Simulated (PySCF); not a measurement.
A structure optimised at r2SCAN-D4/def2-SVP, used in a PySCF frequency run:

```xyz
17

Si    -2.0015    -0.5697     0.5996
C     -0.5381     0.6194     0.3705
C     -0.6346     1.6510    -0.7924
C      0.7172     1.0981    -1.2941
N      0.6294     0.0031    -0.3132
Si     1.9108    -0.9728     0.3359
H     -3.1642     0.1484     1.2123
H     -1.6232    -1.7108     1.4867
H     -2.4025    -1.0980    -0.7388
H     -0.2776     1.1166     1.3302
H     -1.4675     1.4663    -1.4888
H     -0.6498     2.7088    -0.4935
H      1.5642     1.7947    -1.1252
H      0.7527     0.7653    -2.3472
H      1.3009    -2.0768     1.1336
H      2.6959    -1.5178    -0.8114
H      2.8689    -0.2344     1.2327
```

Question: Write its SMILES and formula.

Answer: [SiH3][C@@H]1CCN1[SiH3], C₃H₁₁NSi₂

Question: What are its rotational constants (standard atomic weights)?

Answer: 2.9968, 1.6714, 1.1642 GHz
